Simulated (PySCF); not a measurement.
# BrF₂⁺: from structure and modes to constants

All numbers come from PySCF, PBE0, basis Br def2-TZVP, F def2-TZVP (no relativity, density fitting).

The singlet minimum has C2v symmetry. Masses (u): Br 78.91834, F 18.99840.

```xyz
3
charge 1 multiplicity 1, angstrom
Br    0.0000    0.0000   -0.3524
F     1.2749    0.0000    0.7360
F    -1.2749    0.0000    0.7360
```

Harmonic wavenumbers (cm⁻¹): 284.8 (a1, ×1), 781.6 (b2, ×1), 789.5 (a1, ×1).

Find the principal moments of inertia and the rotational constants. What kind of rotor is it?

About the centre of mass I = 30.384, 61.757, 92.141 u Å². With B = 16.8576/I this gives 0.5548, 0.273, 0.183 cm⁻¹. The molecule is an asymmetric top with κ = -0.52.

Find the vibrational entropy and heat capacity at 298.15 K.

With u = 1.43878 ω/T, each mode gives S = R[u/(eᵘ−1) − ln(1−e⁻ᵘ)] and C = R u² eᵘ/(eᵘ−1)².
```
ω (cm⁻¹)      u  S (J/(mol K))  C (J/(mol K))
   284.8  1.375           6.29           7.12
   781.6  3.772           0.93           2.85
   789.5  3.810           0.90           2.80
```
The sums over all modes are S = 8.1 and C = 12.8 J/(mol K); the softest mode gives 77 % of the entropy.

Other isomers or separated fragments may lie lower.
